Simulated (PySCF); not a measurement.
Atoms are numbered as in `[SiH3:1][PH:2][BH:3][Cl:4]`; H(Xn) means a hydrogen on atom n.

Geometry: PBE0-D3(BJ)/def2-SVP; GIAO shifts from PySCF 2.14, gas phase, non-relativistic, averaged over equivalent atoms.

At PBE0/6-311+G(2d,p) (162 basis functions, 13 s wall time on 1 thread of an Arm Neoverse V2, shared host):
| atoms | δ (ppm) |
| --- | --- |
| Si1 | -79.6 |
| P2 | -188.9 |
| B3 | 78.4 |
| Cl4 | 307.1 |
| H(B3) | 7.75 |
| H(Si1) | 4.56 |
| H(P2) | 3.05 |

Chemical shifts δ = σref − σ; 29Si (344.43 ppm) and 1H (31.51 ppm) vs TMS; 31P (297.00 ppm) vs H3PO4; BF3·OEt2 for 11B (102.42 ppm); 35Cl (948.03 ppm) vs HCl, all at this level.

Problem. Estimate the result of repeating the calculation with PBE0/def2-TZVP.

Solution. 
```
 atoms  δ at PBE0/def2-TZVP  change
   Si1                -82.2    -2.6
    P2               -194.0    -5.1
    B3                 80.4    +2.0
   Cl4                320.0   +12.9
 H(B3)                 7.74   -0.01
H(Si1)                 4.55   -0.01
 H(P2)                 3.03   -0.02
```

Chemical shifts δ = σref − σ; 29Si (σref 331.56) and 1H (σref 31.48) vs TMS; H3PO4 for 31P (σref 280.95); BF3·OEt2 for 11B (σref 102.62); HCl for 35Cl (σref 932.72), all at this level.

The largest change is at Cl4 (chlorine bonded to B). Cost: 172 basis functions, 14 s wall time on 1 thread of an Arm Neoverse V2, shared host.

Experimental scales use liquid or dissolved standards, which lie at an offset from isolated H3PO4.
